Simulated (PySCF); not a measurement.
# Working out the excitation energy of Ne(2+)

Ne(2+) [He] 2s2 2p4 (3P) → Ne(2+) [He] 2s1 2p5 (3P). All numbers are calculated (PySCF 2.14, no relativity, point nucleus, in def2-TZVPPD (6s4p3d1f, 40 functions)). Frozen: 1s2. Energies in hartree (1 hartree = 27.21139 eV):

```csv
part,Ne(2+) (lower),Ne(2+) (upper)
UHF,-126.374923,-125.401579
CCSD correlation,-0.155285,-0.198574
(T),-0.001410,-0.003046
```

Question: What does Hartree-Fock give?

Answer: (-125.401579) − (-126.374923) = 0.973344 hartree = 26.486 eV.

Question: What do CCSD and CCSD(T) give?

Answer: The CCSD correlation energies differ by -0.043289 hartree = -1.178 eV and the triples by -0.001636 hartree = -0.045 eV, so CCSD gives 25.308 eV and CCSD(T) 25.263 eV.
